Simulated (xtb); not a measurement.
C6H18Si2, charge +1, doublet, geometry from GFN2-xTB (a state made from the parent by changing its charge; the spin is typed, not shown lowest); GFN0-xTB (xtb).

Input for xtb:
```
$ xtb mol.xyz --gfn 0 --chrg 1 --uhf 1 --grad --json

# file mol.xyz
26

C     -1.73694080    -0.74692457    -1.72829278
Si    -1.33539567    -0.22157629     0.04899257
C     -2.00789628     1.47261953     0.57185621
C     -1.46557744    -1.59052092     1.35473849
Si     1.32591254     0.21993936    -0.06371715
C      1.72461407     0.75245252     1.71204185
C      1.45862465     1.58337799    -1.37497967
C      1.99915905    -1.47635468    -0.57876097
H     -1.20605232    -1.64857425    -2.02011783
H     -1.50045032     0.02994374    -2.44977977
H     -2.79996268    -0.95723512    -1.82154815
H     -3.09134913     1.43105111     0.65763559
H     -1.62274273     1.78737040     1.53755677
H     -1.77418179     2.24855082    -0.15156824
H     -2.50730110    -1.86836191     1.49809590
H     -0.93234578    -2.49028070     1.06129439
H     -1.08341044    -1.27411555     2.32109835
H      2.78866784     0.95634355     1.80812366
H      1.19847245     1.65918825     1.99666659
H      1.48032046    -0.01868995     2.43704488
H      1.07929121     1.26259976    -2.34099485
H      0.92399758     2.48405326    -1.08701427
H      2.50057626     1.86134945    -1.51672101
H      1.61318170    -1.79635666    -1.54240907
H      1.76686763    -2.24876455     0.14886246
H      3.08248092    -1.43437143    -0.66603498
```

Question: Write the output that xtb gives for this input, abridged.

Answer: 
```
   ID    Z sym.   atoms
    1    6 C      1, 3, 4, 6-8
    2   14 Si     2, 5
    3    1 H      9-26

           -------------------------------------------------
          |                Calculation Setup                |
           -------------------------------------------------

           -------------------------------------------------
          |                 G F N 0 - x T B                 |
           -------------------------------------------------

          ...................................................
          :                      SETUP                      :
          :.................................................:
          :  # basis functions                  80          :
          :  # atomic orbitals                  78          :
          :  # shells                           54          :
          :  # electrons                        49          :
          :  electronic temp.          300.0000000     K    :
          :  accuracy                    1.0000000          :
          :  -> integral cutoff          0.2500000E+02      :
          :  -> integral neglect         0.1000000E-07      :
          ...................................................

         :::::::::::::::::::::::::::::::::::::::::::::::::::::
         ::                     SUMMARY                     ::
         :::::::::::::::::::::::::::::::::::::::::::::::::::::
         :: total energy             -24.589132760952 Eh    ::
         :: gradient norm              0.028829334096 Eh/a0 ::
         :: HOMO-LUMO gap              2.360910010608 eV    ::
         ::.................................................::
         :: H0 energy                -26.166632548572 Eh    ::
         :: repulsion energy           0.427682263272 Eh    ::
         :: electrostat energy         1.159258166780 Eh    ::
         :: -> Gsolv                   0.000000000000 Eh    ::
         ::    -> Gsasa                0.000000000000 Eh    ::
         ::    -> Gshift               0.000000000000 Eh    ::
         :: dispersion energy         -0.009440642432 Eh    ::
         :: short-range corr.          0.000000000000 Eh    ::
         :: add. restraining           0.000000000000 Eh    ::
         :: total charge               1.000000000000 e     ::
         :::::::::::::::::::::::::::::::::::::::::::::::::::::

           -------------------------------------------------
          |                Property Printout                |
           -------------------------------------------------

    * Orbital Energies and Occupations

         #    Occupation            Energy/Eh            Energy/eV
      -------------------------------------------------------------
         1        2.0000           -0.6392581             -17.3951
       ...           ...                  ...                  ...
        13        2.0000           -0.5285777             -14.3833
        14        2.0000           -0.5254693             -14.2987
        15        2.0000           -0.5254547             -14.2983
        16        2.0000           -0.5248669             -14.2824
        17        2.0000           -0.5233680             -14.2416
        18        2.0000           -0.5233641             -14.2415
        19        2.0000           -0.5203496             -14.1594
        20        2.0000           -0.5176403             -14.0857
        21        2.0000           -0.4409853             -11.9998
        22        2.0000           -0.4409789             -11.9996
        23        2.0000           -0.4398560             -11.9691
        24        2.0000           -0.4398516             -11.9690
        25        1.0000           -0.3556046              -9.6765 (HOMO)
        26                         -0.2688428              -7.3156 (LUMO)
        27                         -0.2068225              -5.6279
        28                         -0.1994860              -5.4283
        29                         -0.1994533              -5.4274
        30                         -0.1783990              -4.8545
        31                         -0.1783853              -4.8541
        32                         -0.1585042              -4.3131
        33                         -0.1541158              -4.1937
        34                         -0.1540916              -4.1930
        35                         -0.1478329              -4.0227
        36                         -0.1478165              -4.0223
       ...                                ...                  ...
        78                          0.6486910              17.6518
      -------------------------------------------------------------
                  HL-Gap            0.0867618 Eh            2.3609 eV
             Fermi-level            0.0000000 Eh            0.0000 eV

     #   Z          covCN         q      C6AA      α(0)
     1   6 C        3.650    -0.720    44.614     9.700
     2  14 Si       3.225     0.597   163.641    25.835
     3   6 C        3.650    -0.720    44.613     9.699
     4   6 C        3.650    -0.720    44.614     9.699
     5  14 Si       3.225     0.597   163.641    25.835
     6   6 C        3.650    -0.720    44.614     9.700
     7   6 C        3.650    -0.720    44.612     9.699
     8   6 C        3.650    -0.720    44.612     9.699
     9   1 H        0.925     0.222     0.996     1.560
    10   1 H        0.925     0.222     0.996     1.560
    11   1 H        0.925     0.244     0.900     1.484
    12   1 H        0.925     0.244     0.900     1.484
    13   1 H        0.925     0.222     0.996     1.560
    14   1 H        0.925     0.222     0.995     1.560
    15   1 H        0.925     0.244     0.900     1.484
    16   1 H        0.925     0.222     0.996     1.560
    17   1 H        0.925     0.222     0.996     1.561
    18   1 H        0.925     0.244     0.900     1.484
    19   1 H        0.925     0.222     0.995     1.560
    20   1 H        0.925     0.221     0.997     1.561
    21   1 H        0.925     0.222     0.995     1.560
    22   1 H        0.925     0.222     0.996     1.561
    23   1 H        0.925     0.244     0.900     1.484
    24   1 H        0.925     0.221     0.996     1.561
    25   1 H        0.925     0.222     0.995     1.560
    26   1 H        0.925     0.244     0.900     1.484

 Mol. C6AA /au·bohr⁶  :       6823.681362
 Mol. C8AA /au·bohr⁸  :     238441.577151
 Mol. α(0) /au        :        137.493153

Wiberg/Mayer (AO) data.
largest (>0.10) Wiberg bond orders for each atom

 ---------------------------------------------------------------------------
     #   Z sym  total        # sym  WBO       # sym  WBO       # sym  WBO
 ---------------------------------------------------------------------------
     1   6 C    3.925 --     2 Si   0.975     9 H    0.956    10 H    0.956
                            11 H    0.950
     2  14 Si   3.764 --     3 C    0.975     1 C    0.975     4 C    0.975
                             5 Si   0.498
     3   6 C    3.925 --     2 Si   0.975    14 H    0.956    13 H    0.956
                            12 H    0.950
     4   6 C    3.925 --     2 Si   0.975    16 H    0.956    17 H    0.956
                            15 H    0.950
     5  14 Si   3.764 --     7 C    0.975     8 C    0.975     6 C    0.975
                             2 Si   0.498
     6   6 C    3.925 --     5 Si   0.975    19 H    0.956    20 H    0.956
                            18 H    0.950
     7   6 C    3.925 --     5 Si   0.975    21 H    0.956    22 H    0.956
                            23 H    0.950
     8   6 C    3.925 --     5 Si   0.975    25 H    0.956    24 H    0.956
                            26 H    0.950
     9   1 H    0.983 --     1 C    0.956
    10   1 H    0.983 --     1 C    0.956
    11   1 H    0.985 --     1 C    0.950
    12   1 H    0.985 --     3 C    0.950
    13   1 H    0.983 --     3 C    0.956
    14   1 H    0.983 --     3 C    0.956
    15   1 H    0.985 --     4 C    0.950
    16   1 H    0.983 --     4 C    0.956
    17   1 H    0.983 --     4 C    0.956
    18   1 H    0.985 --     6 C    0.950
    19   1 H    0.983 --     6 C    0.956
    20   1 H    0.983 --     6 C    0.956
    21   1 H    0.983 --     7 C    0.956
    22   1 H    0.983 --     7 C    0.956
    23   1 H    0.985 --     7 C    0.950
    24   1 H    0.983 --     8 C    0.956
    25   1 H    0.983 --     8 C    0.956
    26   1 H    0.985 --     8 C    0.950
 ---------------------------------------------------------------------------

Topologies differ in total number of bonds
Writing topology from bond orders to xtbtopo.mol

 dipole moment from electron density (au)
     X       Y       Z
  -0.0094  -0.0016  -0.0137  total (Debye):    0.042

           -------------------------------------------------
          | TOTAL ENERGY              -24.589132760952 Eh   |
          | GRADIENT NORM               0.028829334096 Eh/α |
          | HOMO-LUMO GAP               2.360910010608 eV   |
           -------------------------------------------------

normal termination of xtb
```
